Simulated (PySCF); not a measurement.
# A small calculation by hand: dipole moment from atomic charges

Al(F)(OH)(SMe) (CH₄AlFOS), SMILES C[S][Al]([OH])[F]. Atoms are numbered in the order given.

```xyz
9

Al     0.0128     0.8061     0.0000
F     -0.9465     2.1794     0.0000
O      1.7218     0.9039     0.0000
H      2.2088     1.7422     0.0000
S     -0.8942    -1.1639     0.0000
C      0.6428    -2.1985     0.0000
H      1.5571    -1.5771     0.0000
H      0.6315    -2.8381     0.9024
H      0.6315    -2.8381    -0.9024
```

Geometry: PBE-D3(BJ)/def2-SVP. One conformer was computed; it need not be the lowest.

Charges (e) from PySCF with PBE/def2-TZVP:

| atom | ESP fit | IAO |
|---|---|---|
| Al1 | 0.859 | 1.194 |
| F2 | -0.380 | -0.547 |
| O3 | -0.709 | -0.805 |
| H4 | 0.403 | 0.368 |
| S5 | -0.295 | -0.219 |
| C6 | -0.246 | -0.490 |
| H7 | 0.096 | 0.172 |
| H8 | 0.136 | 0.164 |
| H9 | 0.136 | 0.164 |

The dipole moment of the full density is 2.24 D.

Q: What dipole moment does each set of point charges give, and which comes closer to that of the density?

A: 
μ = Σ q r, and 1 e Å = 4.8032 D.
ESP fit: Σ q r = (0.467, -0.114, 0.000) e Å, |μ| = 2.31 D.
IAO: Σ q r = (0.316, -0.186, 0.000) e Å, |μ| = 1.76 D.
ESP fit comes closer in size. Point charges leave out the atoms' own dipoles (lone pairs, polarised bonds); fits to the potential absorb them, partitions of the density don't.
